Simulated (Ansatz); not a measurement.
`C1=[N][Zn][O]1`. Total charge 0; spin multiplicity 1. For Zn the d shell is correlated and the shells below it are frozen. Scalar relativity is left out up to krypton.

```xyz
5

C    -0.0994    0.1567   -0.4052
N     0.8584   -0.6956   -0.3424
Zn    0.4127   -0.6328    1.5781
O    -0.8234    0.6247    0.5766
H    -0.3483    0.5469   -1.4071
```

**Question.** Give the diagnostics of a CCSD(T)/def2-TZVPP run (frozen core, the Gaussian-basis code of Ansatz). (Best estimate.)

**Answer.** Ansatz gave: T1 = 0.0275, largest single amplitude 0.091, largest double 0.111, (T) share of the correlation energy 4.5 %, 15 CCSD cycles. The RHF solution is unstable towards an unrestricted one. T1 lies over the customary mark of 0.02 for closed shells; compounds of d metals often pass it without a breakdown.
